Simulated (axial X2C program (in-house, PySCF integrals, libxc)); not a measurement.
# Levels of AlTe by electron attachment to AlTe⁺ (EOM-EA-CCSD)

Calculated with an axial X2C code built on PySCF integrals: two-component X2C with atomic mean-field Coulomb and Gaunt terms, Gaussian nuclei, basis Te dyall-acv3z, Al dyall-av3z with contracted cores.

R = 2.307 Å (0.960 times 2.403 Å, the PBE0 minimum at charge 0 for the lowest determinant).

Levels of AlTe obtained by attaching an electron to AlTe⁺:

```json
{"Ω": "1/2", "binding energy (eV)": "8.278", "above lowest (cm⁻¹)": "0", "attached spinor": "34% Al pσ, 24% Te pσ, 14% Te pπ", "one-particle weight": "0.94"}
{"Ω": "1/2", "binding energy (eV)": "5.251", "above lowest (cm⁻¹)": "24412", "attached spinor": "59% Al pπ, 15% Te dπ, 11% Al dπ", "one-particle weight": "0.89"}
```

This point took 36 s on 1 thread of Arm Neoverse V1, with other jobs on the host.

Reference electrons by ω block (each with its −ω partner): 1/2: 21, 3/2: 9, 5/2: 2. 18 electrons of AlTe⁺ correlated (inner shells frozen), 84 natural virtual spinors (a truncated set); levels can be off by some tenths of an eV. Roots sought by Ω: (1/2: 5, 3/2: 4, 5/2: 2, 7/2: 1); rows need 60 % one-particle weight and stop where some Ω has no more roots. Missing are any skipped roots, higher Ω and states of a further excitation; these come out far too high here and may in truth be low or lowest. T1 of the reference 0.021 (Lee–Taylor). The reference was not checked to be the lowest state of its species. Number of frozen shells: Te 4 s, 3 p, 1 d; Al 2 s, 1 p. Large amplitudes in the reference (orbital relaxation or multireference character) lower the reliability.
